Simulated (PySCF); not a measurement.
Job file and geometry (Å, from PBE0-D3(BJ)/def2-SVP) of an NMR shielding run on [closo-B5(OH)5]2-, GIAO PBE0/pcSseg-1 NMR shielding, non-relativistic, gas phase in PySCF 2.14.0, density-fitted response routines; density fitting, a coarse starting grid and PySCF grid level 2 are the driver's defaults:

```
$ OMP_NUM_THREADS=1 python probes_run.py task.json out

{"job": {"kind": "nmr", "xc": "PBE0", "basis": "pcSseg-1"}, "charge": -2, "multiplicity": 1}
B      0.004762     0.748034     0.725309
B      0.630690    -0.914481    -0.036170
B      0.786526     0.646364    -0.664866
B     -0.911689    -0.840203     0.631509
B     -0.920402    -0.009234    -0.731858
O     -0.323941     1.401311     1.971013
H     -0.928995     0.752370     2.371379
O      1.596353    -2.026541    -0.046505
H      2.375373    -1.637689    -0.451660
O      1.321581     1.298799    -1.885295
H      1.217877     2.233392    -1.692164
O     -1.599870    -1.297671     1.855596
H     -0.916231    -1.773941     2.336529
O     -1.552677     0.447552    -1.947548
H     -0.812095     0.895817    -2.391270
```

Q: What does the program print?

A: 
```
coarse grid: 13960 points
cycle   1  E = -502.3263679917  dE =  1.978e+00  |g| = 1.387e+00  |ddm| = 4.058e+00
cycle   2  E = -502.0281329949  dE =  2.982e-01  |g| = 1.909e+00  |ddm| = 6.560e+00
cycle   3  E = -502.7390440248  dE = -7.109e-01  |g| = 1.235e-01  |ddm| = 4.513e+00
cycle   4  E = -502.7410304280  dE = -1.986e-03  |g| = 8.607e-02  |ddm| = 3.175e-01
cycle   5  E = -502.7429609446  dE = -1.931e-03  |g| = 1.471e-02  |ddm| = 1.486e-01
cycle   6  E = -502.7429962502  dE = -3.531e-05  |g| = 7.733e-03  |ddm| = 3.110e-02
cycle   7  E = -502.7430103658  dE = -1.412e-05  |g| = 1.494e-03  |ddm| = 1.383e-02
cycle   8  E = -502.7430108447  dE = -4.788e-07  |g| = 6.420e-04  |ddm| = 3.292e-03
final grid: 138944 points
cycle   9  E = -502.8343194560  dE = -5.328e-05  |g| = 1.218e-02  |ddm| = 4.281e-02
cycle  10  E = -502.8342674779  dE =  5.198e-05  |g| = 2.008e-02  |ddm| = 3.878e-02
cycle  11  E = -502.8343489951  dE = -8.152e-05  |g| = 6.754e-04  |ddm| = 2.462e-02
cycle  12  E = -502.8343490584  dE = -6.328e-08  |g| = 3.329e-04  |ddm| = 1.719e-03
cycle  13  E = -502.8343490898  dE = -3.140e-08  |g| = 8.698e-05  |ddm| = 7.797e-04
cycle  14  E = -502.8343490913  dE = -1.585e-09  |g| = 3.124e-05  |ddm| = 1.692e-04
cycle  15  E = -502.8343490916  dE = -2.483e-10  |g| = 7.422e-06  |ddm| = 6.665e-05
converged SCF energy = -502.8343490916

GIAO shielding tensors (ppm)
atom      isotropic    diamagn.    paramagn.     s11        s22        s33       span
  0 B       89.872     207.398    -117.526     60.831     93.013    115.772     54.941
  1 B       83.947     199.686    -115.740     58.857     91.627    101.356     42.499
  2 B       99.030     207.671    -108.642     79.363     85.686    132.040     52.677
  3 B       98.341     203.711    -105.370     80.185     85.889    128.950     48.765
  4 B       89.149     200.631    -111.482     60.188     90.531    116.728     56.540
  5 O      252.302     389.347    -137.045    165.865    249.687    341.355    175.490
  6 H       28.957      33.621      -4.664     20.221     29.359     37.289     17.068
  7 O      282.660     383.519    -100.859    236.119    271.470    340.391    104.272
  8 H       29.229      32.896      -3.667     16.852     30.833     40.002     23.150
  9 O      313.306     385.312     -72.006    302.718    305.539    331.661     28.944
 10 H       30.023      33.239      -3.216     19.584     26.441     44.043     24.459
 11 O      290.361     384.519     -94.159    245.758    306.488    318.836     73.079
 12 H       32.038      33.300      -1.263     21.938     30.986     43.189     21.251
 13 O      249.401     387.451    -138.051    164.143    250.163    333.896    169.753
 14 H       28.991      33.440      -4.449     20.580     29.236     37.157     16.576
```

Size and cost of the density-fitted run: 195 basis functions, 34 s wall time on 1 thread of an Arm Neoverse V2, shared host; peak memory 1 GiB.
